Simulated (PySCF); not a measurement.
Nb(S)(OH)(NH2)2 (H5N2NbOS), SMILES [NH2][Nb]([OH])(=[S])[NH2], multiplicity 1.

Coordinates come from a B3LYP-D3(BJ)/def2-SVP optimisation. The multiplicity is an assumed one; no other spin state was optimised. The structure was generated by enumeration; whether it is a known compound was not checked. The def2 effective core potentials stand for the cores of Nb; spin–orbit coupling is left out. The values are those of a single conformer.

The numbers are results of PBE/def2-TZVP in PySCF, not measurements.

Gas-phase values at a fixed geometry.

Q: Estimate the frontier levels, gap, dipole moment and polarisability. (An estimate is asked for; the answer gives what the named calculation found.)

A: 
The highest occupied level is -5.99 eV, the lowest empty level is -2.28 eV and the orbital gap comes out as 3.71 eV. The dipole moment comes out as 2.97 D, the quadrupole, principal values (traceless, Buckingham form, about the centre of nuclear charge) comes out as -8.24, 3.55, 4.69 D·Å and the mean static polarisability is 84.9 bohr³ (12.58 Å³). The polarisability, principal values is 74.8, 80.8, 99.1 bohr³.
